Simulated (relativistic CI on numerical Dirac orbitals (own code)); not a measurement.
## Sensitivity of the levels of Sn+ to α and to the nuclear radius

These numbers are calculated, not measured: Dirac-Coulomb-Breit CI, orbitals from a KLI potential per configuration, valence Slater integrals scaled by 0.85, P86 correlation energy added to each configuration, derivatives by finite differences, QED left out (own radial code, finite nucleus).

CI space (outside the closed core [Kr] 4d10): 5s²5p, 5s5p², 5s²6s, 5s²5d, 5s²6p, 5s²4f, 5s²6d, 5p³. Levels of other configurations are missing.

With x = (α/α₀)² − 1 an excitation energy changes as ω = ω₀ + qx; K = 2q/ω₀ is the relative enhancement. Terms are leading LS components, so labels can repeat. The field-shift factor is F = δν/δ⟨r²⟩ for the transition from the lowest level.

Lowest level 5s²5p ²P°1/2.

| Level | ω₀ (cm⁻¹) | q (cm⁻¹) | K | F (GHz/fm²) |
| --- | --- | --- | --- | --- |
| 5s²5p ²P°3/2 | 3982.6 | 4417 | 2.22 | -0.11 |
| 5s5p² ⁴P1/2 | 41252.8 | 6926 | 0.336 | -8.92 |
| 5s5p² ⁴P3/2 | 42992.6 | 9064 | 0.422 | -8.99 |
| 5s5p² ⁴P5/2 | 45375.4 | 11480 | 0.506 | -9.05 |
| 5s5p² ²D3/2 | 58341.1 | 8180 | 0.28 | -5.4 |
| 5s5p² ²D5/2 | 58907.8 | 8963 | 0.304 | -5.27 |
| 5s²6s ²S1/2 | 60578.2 | 1322 | 0.0437 | 3.97 |
| 5s²6p ²P°1/2 | 74823.4 | 1914 | 0.0512 | 2.48 |
| 5s²5d ²D3/2 | 75166.2 | 4609 | 0.123 | -0.841 |
| 5s²6p ²P°3/2 | 75625.2 | 2790 | 0.0738 | 2.46 |
| 5s²5d ²D5/2 | 75743.8 | 5488 | 0.145 | -1.05 |
| 5s5p² ²S1/2 | 75863.5 | 9512 | 0.251 | -8.52 |
| 5s5p² ²P1/2 | 83776.9 | 9751 | 0.233 | -7.93 |

Correlation outside the listed configurations is missing or only estimated: errors of thousands of cm⁻¹ between configurations and terms are usual at this charge. Rates and lifetimes follow the computed energies and can be off by large factors. The fine structure of a lone outer electron comes out too small, for d and f at times inverted, and misplaced configurations move strength between like terms.
